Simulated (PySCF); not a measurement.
B(F)(Me)(SH) (CH4BFS), SMILES B(S)(C)F. Geometry optimised at B3LYP-D3(BJ)/def2-SVP. One conformer was computed; it need not be the lowest.

Computed equilibrium geometry at B3LYP-D3(BJ)/def2-SVP (PySCF confirms it by a frequency run) as bond lengths and angles, and its point group (one conformer of several):
point group Cs.
Atoms: B1 F2 C3 H4 H5 H6 S7 H8. Bond lengths (Å): B1–F2 1.336, B1–C3 1.567, B1–S7 1.816, C3–H4 1.104, C3–H5 1.099, C3–H6 1.104, S7–H8 1.351. Angles (°): F2–B1–C3 118.9, F2–B1–S7 114.8, C3–B1–S7 126.3, B1–C3–H4 109.2, B1–C3–H5 115.1, B1–C3–H6 109.2, H4–C3–H5 108.5, H4–C3–H6 106.1, H5–C3–H6 108.5, B1–S7–H8 96.3.
